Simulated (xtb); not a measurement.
Species: C4H11O2Sb, SMILES `CCC[CH2][Sb]([OH])[OH]` (charge 0, multiplicity 1).

Calculation: GFN2-xTB (xtb 6.7.1).

```
xtb start.xyz --ohess tight --gfn 2 --chrg 0 --uhf 0 --iterations 400

# start.xyz
18

C     -2.852300     0.628800    -0.013400
C     -1.658300    -0.216400     0.412800
C     -0.420300     0.082500    -0.432400
C      0.776400    -0.734100     0.013600
Sb     2.576400    -0.216300    -1.121000
O      3.775500    -0.840000     0.337600
O      2.678200     1.589400    -0.410400
H     -2.628100     1.687200     0.100100
H     -3.099700     0.442200    -1.056500
H     -3.724000     0.394500     0.593600
H     -1.910300    -1.276100     0.320300
H     -1.431600    -0.021000     1.463500
H     -0.643200    -0.130900    -1.481300
H     -0.179700     1.145200    -0.356500
H      1.011300    -0.541700     1.060000
H      0.585300    -1.799200    -0.106400
H      4.109200    -1.721400     0.199900
H      3.035200     1.527300     0.476400
```

Output:

```
[...]
        16        2.0000           -0.4466867             -12.1550
        17        2.0000           -0.4434342             -12.0665
        18        2.0000           -0.4400989             -11.9757
        19        2.0000           -0.4391048             -11.9486
        20        2.0000           -0.4329360             -11.7808
        21        2.0000           -0.4240891             -11.5401
        22        2.0000           -0.3817863             -10.3889 (HOMO)
        23                         -0.2007188              -5.4618 (LUMO)
        24                         -0.1902958              -5.1782
        25                         -0.0639685              -1.7407
        26                          0.0348899               0.9494
        27                          0.0613877               1.6704
        28                          0.0782659               2.1297
        29                          0.1083528               2.9484
        30                          0.1223860               3.3303
        31                          0.1496401               4.0719
        32                          0.1538733               4.1871
        33                          0.1609629               4.3800
       ...                                ...                  ...
        44                          0.6113762              16.6364
      -------------------------------------------------------------
                  HL-Gap            0.1810675 Eh            4.9271 eV
             Fermi-level           -0.2912526 Eh           -7.9254 eV

     #   Z          covCN         q      C6AA      α(0)
     1   6 C        3.752    -0.103    22.530     6.769
     2   6 C        3.801    -0.052    21.508     6.603
     3   6 C        3.850    -0.056    21.552     6.603
     4   6 C        3.716    -0.120    22.938     6.842
     5  51 Sb       2.564     0.445   356.006    36.003
     6   8 O        1.587    -0.518    23.335     6.519
     7   8 O        1.589    -0.516    23.270     6.510
     8   1 H        0.925     0.035     2.511     2.478
     9   1 H        0.925     0.033     2.539     2.492
    10   1 H        0.925     0.035     2.520     2.482
    11   1 H        0.924     0.029     2.596     2.519
    12   1 H        0.924     0.032     2.564     2.504
    13   1 H        0.924     0.022     2.699     2.569
    14   1 H        0.924     0.038     2.481     2.463
    15   1 H        0.926     0.056     2.246     2.344
    16   1 H        0.926     0.031     2.570     2.507
    17   1 H        0.825     0.294     0.736     1.346
    18   1 H        0.847     0.316     0.670     1.283

 Mol. C6AA /au·bohr⁶  :       3945.909447
 Mol. C8AA /au·bohr⁸  :     153727.835520
 Mol. α(0) /au        :        100.836543

Wiberg/Mayer (AO) data.
largest (>0.10) Wiberg bond orders for each atom

 ---------------------------------------------------------------------------
     #   Z sym  total        # sym  WBO       # sym  WBO       # sym  WBO
 ---------------------------------------------------------------------------
     1   6 C    3.994 --     2 C    1.018     9 H    0.988     8 H    0.988
                            10 H    0.987
     2   6 C    3.997 --     1 C    1.018     3 C    1.001    11 H    0.978
                            12 H    0.978
     3   6 C    3.997 --     4 C    1.025     2 C    1.001    13 H    0.977
                            14 H    0.974
     4   6 C    3.987 --     3 C    1.025    16 H    0.979    15 H    0.963
                             5 Sb   0.950
     5  51 Sb   3.296 --     7 O    1.138     6 O    1.125     4 C    0.950
     6   8 O    2.097 --     5 Sb   1.125    17 H    0.900
     7   8 O    2.100 --     5 Sb   1.138    18 H    0.878
     8   1 H    0.999 --     1 C    0.988
     9   1 H    0.999 --     1 C    0.988
    10   1 H    0.998 --     1 C    0.987
    11   1 H    0.999 --     2 C    0.978
    12   1 H    0.999 --     2 C    0.978
    13   1 H    0.999 --     3 C    0.977
    14   1 H    0.999 --     3 C    0.974
    15   1 H    0.997 --     4 C    0.963
    16   1 H    0.999 --     4 C    0.979
    17   1 H    0.914 --     6 O    0.900
    18   1 H    0.900 --     7 O    0.878
 ---------------------------------------------------------------------------

Topologies differ in total number of bonds
Writing topology from bond orders to xtbtopo.mol

molecular dipole:
                 x           y           z       tot (Debye)
 q only:       -0.036      -0.332      -0.368
   full:       -0.171      -0.463      -0.224       1.378
molecular quadrupole (traceless):
                xx          xy          yy          xz          yz          zz
 q only:        2.676      -3.766      -4.558      -3.429       4.449       1.882
  q+dip:        1.639      -3.819      -4.197      -1.862       5.706       2.558
   full:        3.318      -4.341      -4.476      -1.616       5.397       1.158

           -------------------------------------------------
          |                Geometry Summary                 |
           -------------------------------------------------

      molecular mass/u    :      212.8888854
   center of mass at/Å    :        1.6860992      -0.1871495      -0.6501231
  moments of inertia/u·Å² :        0.1418773E+03   0.8141759E+03   0.8426209E+03
rotational constants/cm⁻¹ :        0.1188184E+00   0.2070515E-01   0.2000619E-01

 * 15 selected distances

     #   Z          #   Z                                           value/Å
     1   6 C        2   6 C                                       1.5237668
     2   6 C        3   6 C                                       1.5284766
     3   6 C        4   6 C                                       1.5164219
     5  51 Sb       7   8 O                                       1.9586393 (max)
     1   6 C        8   1 H                                       1.0878229
     1   6 C        9   1 H                                       1.0879807
     1   6 C       10   1 H                                       1.0875650
     2   6 C       11   1 H                                       1.0927579
     2   6 C       12   1 H                                       1.0924054
     3   6 C       13   1 H                                       1.0938340
     3   6 C       14   1 H                                       1.0930939
     4   6 C       15   1 H                                       1.0894480
Molecule has no symmetry elements
It seems to be the C1 point group
     4   6 C       16   1 H                                       1.0876693
     6   8 O       17   1 H                                       0.9555569 (min)
     7   8 O       18   1 H                                       0.9585017

 * 4 distinct bonds (by element types)

   Z      Z             #   av. dist./Å        max./Å        min./Å
   1 H    6 C           9     1.0902864     1.0938340     1.0875650
   6 C    6 C           3     1.5228884     1.5284766     1.5164219
   1 H    8 O           2     0.9570293     0.9585017     0.9555569
   8 O   51 Sb          1     1.9586393     1.9586393     1.9586393

           -------------------------------------------------
          |               Frequency Printout                |
           -------------------------------------------------
 projected vibrational frequencies (cm⁻¹)
eigval :       -0.00    -0.00    -0.00    -0.00     0.00     0.00
eigval :       34.56    72.29    84.36   110.27   169.64   173.82
eigval :      183.22   211.38   234.92   239.15   315.00   387.79
eigval :      460.87   478.83   588.65   717.74   786.81   849.80
eigval :      853.40   892.47   935.01  1004.02  1070.93  1101.98
eigval :     1103.91  1174.09  1206.03  1260.75  1285.42  1300.27
eigval :     1363.47  1415.76  1457.70  1492.78  1497.59  1503.71
eigval :     1506.90  2943.74  2962.31  2967.46  2976.82  2981.00
eigval :     2999.39  3030.41  3033.12  3038.15  3609.65  3659.72
 reduced masses (amu)
   1: 36.43   2: 22.06   3: 76.15   4: 47.00   5: 43.85   6: 74.61   7: 13.61   8:  8.57
   9: 20.83  10:  9.66  11:  3.05  12: 17.21  13: 16.10  14: 23.99  15:  4.96  16: 32.21
  17:  5.64  18: 10.57  19: 28.28  20: 28.24  21: 14.53  22:  2.98  23:  2.09  24:  2.92
  25:  2.56  26:  2.85  27:  6.17  28:  1.61  29:  9.22  30:  8.52  31:  6.58  32:  5.03
  33:  5.47  34:  3.12  35:  1.76  36:  3.80  37:  4.90  38:  3.16  39:  2.06  40:  1.95
  41:  1.83  42:  1.53  43:  1.65  44:  1.91  45:  1.58  46:  1.93  47:  1.72  48:  1.58
  49:  1.73  50:  1.94  51:  1.94  52:  1.27  53:  1.89  54:  1.89
 IR intensities (km·mol⁻¹)
   1:  0.41   2:  0.02   3:  0.03   4:  0.10   5:  0.03   6:  0.05   7:  0.71   8:  0.44
   9:  0.18  10:  0.59  11:120.33  12:  1.15  13:  6.64  14: 10.71  15:  0.21  16:  4.94
  17:149.64  18:  1.43  19:135.99  20:134.43  21: 17.86  22: 20.02  23:  2.77  24:141.81
  25: 21.79  26: 11.71  27:  6.76  28:  3.34  29:  0.55  30:  1.66  31:  3.41  32: 10.59
  33:  0.93  34:  0.24  35:  0.25  36:  0.24  37:  0.94  38:  0.96  39:  1.07  40:  0.04
  41:  0.37  42:  2.89  43:  1.54  44: 24.23  45: 22.54  46: 46.29  47: 25.99  48: 51.91
  49: 43.43  50: 56.48  51: 53.53  52: 30.66  53: 14.32  54: 22.01
 Raman intensities (Ä⁴*amu⁻¹)
   1:  0.00   2:  0.00   3:  0.00   4:  0.00   5:  0.00   6:  0.00   7:  0.00   8:  0.00
   9:  0.00  10:  0.00  11:  0.00  12:  0.00  13:  0.00  14:  0.00  15:  0.00  16:  0.00
  17:  0.00  18:  0.00  19:  0.00  20:  0.00  21:  0.00  22:  0.00  23:  0.00  24:  0.00
  25:  0.00  26:  0.00  27:  0.00  28:  0.00  29:  0.00  30:  0.00  31:  0.00  32:  0.00
  33:  0.00  34:  0.00  35:  0.00  36:  0.00  37:  0.00  38:  0.00  39:  0.00  40:  0.00
  41:  0.00  42:  0.00  43:  0.00  44:  0.00  45:  0.00  46:  0.00  47:  0.00  48:  0.00
  49:  0.00  50:  0.00  51:  0.00  52:  0.00  53:  0.00  54:  0.00
 output can be read by thermo (or use thermo option).
 writing <g98.out> molden fake output.
 recommended (thermochemical) frequency scaling factor: 1.0
           -------------------------------------------------
          |             Thermodynamic Functions             |
           -------------------------------------------------

c1  symmetry found (for desy threshold:  0.10E+00) used in thermo

          ...................................................
          :                      SETUP                      :
          :.................................................:
          :  # frequencies                          48      :
          :  # imaginary freq.                       0      :
          :  linear?                             false      :
          :  only rotor calc.                    false      :
          :  symmetry                               c1      :
          :  rotational number                       1      :
          :  scaling factor                  1.0000000      :
          :  rotor cutoff                   50.0000000 cm⁻¹ :
          :  imag. cutoff                  -20.0000000 cm⁻¹ :
          :.................................................:

    mode    ω/cm⁻¹     T·S(HO)/kcal·mol⁻¹    T·S(FR)/kcal·mol⁻¹   T·S(vib)
   ------------------------------------------------------------------------
       1     34.56    -1.65433 ( 18.59%)    -1.16570 ( 81.41%)    -1.25652
       2     72.29    -1.21945 ( 81.38%)    -0.94723 ( 18.62%)    -1.16875
       3     84.36    -1.12904 ( 89.01%)    -0.90150 ( 10.99%)    -1.10404
       4    110.27    -0.97323 ( 95.94%)    -0.82219 (  4.06%)    -0.96710
       5    169.64    -0.72731 ( 99.25%)    -0.69459 (  0.75%)    -0.72707
       6    173.82    -0.71371 ( 99.32%)    -0.68739 (  0.68%)    -0.71353
       7    183.22    -0.68437 ( 99.45%)    -0.67179 (  0.55%)    -0.68430
       8    211.38    -0.60575 ( 99.69%)    -0.62943 (  0.31%)    -0.60582
       9    234.92    -0.54890 ( 99.80%)    -0.59816 (  0.20%)    -0.54900
      10    239.15    -0.53941 ( 99.81%)    -0.59287 (  0.19%)    -0.53951
   ------------------------------------------------------------------------

   temp. (K)  partition function   enthalpy   heat capacity  entropy
                                   cal/mol     cal/K/mol   cal/K/mol   J/K/mol
 298.15  VIB  0.676E+04             5346.996     30.845     33.850
         ROT  0.754E+06              888.752      2.981     29.874
         INT  0.509E+10             6235.749     33.826     63.724
         TR   0.301E+28             1481.254      4.968     41.951
         TOT                        7717.0026    38.7941   105.6754   442.1461

       T/K    H(0)-H(T)+PV         H(T)/Eh          T*S/Eh         G(T)/Eh
   ------------------------------------------------------------------------
    298.15    0.122978E-01    0.157479E+00    0.502098E-01    0.107269E+00
   ------------------------------------------------------------------------

         :::::::::::::::::::::::::::::::::::::::::::::::::::::
         ::                  THERMODYNAMIC                  ::
         :::::::::::::::::::::::::::::::::::::::::::::::::::::
         :: total free energy         -24.460113595165 Eh   ::
         ::.................................................::
         :: total energy              -24.567382529844 Eh   ::
         :: zero point energy           0.145180923825 Eh   ::
         :: G(RRHO) w/o ZPVE           -0.037911989147 Eh   ::
         :: G(RRHO) contrib.            0.107268934679 Eh   ::
         :::::::::::::::::::::::::::::::::::::::::::::::::::::

optimized geometry written to: xtbopt.xyz

           -------------------------------------------------
          | TOTAL ENERGY              -24.567382529844 Eh   |
          | TOTAL ENTHALPY            -24.409903779594 Eh   |
          | TOTAL FREE ENERGY         -24.460113595165 Eh   |
          | GRADIENT NORM               0.000246735234 Eh/α |
          | HOMO-LUMO GAP               4.927097693253 eV   |
           -------------------------------------------------

------------------------------------------------------------------------
```

Cost: roughly 1.5 core-seconds.
